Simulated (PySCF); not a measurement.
BF2, SMILES F[B+]F, charge +1. Atoms are numbered in the order given.

```xyz
3

B      0.0000     0.0000     0.0000
F      0.0000     0.0000    -1.2386
F      0.0000     0.0000     1.2386
```
Charge +1, spin multiplicity 1.

The structure is a stationary point at PBE-D3(BJ)/def2-TZVP.

Two levels are set side by side: PBE/pcSseg-2 (PySCF) and KT2/pcSseg-2 (PySCF). GIAO shifts against BF3 (¹¹B), CFCl3 (¹⁹F) at the same level; non-relativistic, no solvent, atoms listed together averaged. Differences are taken from unrounded values.

| quantity | KT2 | PBE | PBE minus KT2 |
|---|---|---|---|
| δ(¹¹B) of B1 (ppm) | -8.7 | -9.1 | -0.4 |
| δ(¹⁹F) of F2, F3 (ppm) | -174.6 | -162.1 | 12.4 |

Rough cost on one machine, each run with all the roots and properties that it gave: KT2 against PBE within a factor of 2.
